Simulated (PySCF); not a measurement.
## Static response to an electric field

Compound: C5H3F2P.
Cartesian coordinates in Å at the GFN2-xTB level; atoms count from 1:
```
atom  x, y, z in Å
F1    -2.412   -1.597    0.194
C2    -1.220   -0.964    0.109
C3    -1.249    0.410    0.009
C4    -0.095    1.168   -0.084
C5     1.168    0.600   -0.085
C6     1.362   -0.761    0.008
F7     2.642   -1.198   -0.003
P8     0.166   -2.021    0.141
H9    -2.215    0.894    0.005
H10   -0.183    2.241   -0.159
H11    2.043    1.230   -0.161
```

Level: CAM-B3LYP/def2-SVPD (PySCF), static field, nuclei fixed, core orbitals frozen in the response. The polarisability tensor in these axes (au):

```
x   93.15 -0.62 -1.40
y   -0.62 99.17 -3.62
z   -1.40 -3.62 49.86
```

Problem. What are the eigenvalues, a third of the trace, and Δα (Δα² = ½Σ(αi − αj)² over the three pairs)?

Solution. Principal values 49.55, 93.15 and 99.48 au; mean 80.73 au = 11.96 Å³ = 13.31 × 10⁻⁴⁰ C²·m²/J; Δα = 47.09 au (58 % of the mean).

Problem. What is the dipole moment, and where does it point?

Solution. (-0.22, 2.69, -0.19) D, 2.70 D in size, pointing from the negative to the positive side. Measured along this direction, the outermost atoms are P8 at the negative end and H10 at the positive end.

Problem. Sum over states: ᾱ = Σ f/ω², ω in Eh. What share falls to these 8 lowest TDDFT singlets (eV, f)? 4.73, 0.0067; 5.09, 0.1296; 5.56, 0.0199; 6.05, 0.2535; 6.45, 0.0000; 6.58, 0.3772; 6.66, 0.0000; 7.16, 0.0000.

Solution. They add up to 16.00 au, 19.8 % of the 80.73 au; the largest single term is 6.46 au, from the state at 6.58 eV. Terms in order: 0.22, 3.71, 0.48, 5.14, 0.00, 6.46, 0.00, 0.00 au. Higher excitations give the rest. The strengths listed sum to 0.787.

Problem. Directions of the eigenvectors, and the extent of the frame along each?

Solution. Largest value along (-0.08, 0.99, -0.07), where the nuclei span 4.29 Å; middle along (1.00, 0.08, -0.04), 5.07 Å; least along (0.03, 0.07, 1.00), 0.00 Å. The strongest response doesn't lie along the longest of the three spans.

Problem. What would n − 1 = 2πNα be for an ideal gas of these molecules at 350 K and 1 atm, electronic part alone?

Solution. N = p/kT = 2.0968 × 10¹⁹ cm⁻³, so n − 1 = 2π × N × 11.96 × 10⁻²⁴ cm³ = 1576 × 10⁻⁶ at long wavelengths.

Isolated species at its GFN2-xTB geometry, gas phase.

The run behind these numbers computed excited states as well. On one thread of an Arm Neoverse V2 (shared host), this took 37 s wall.
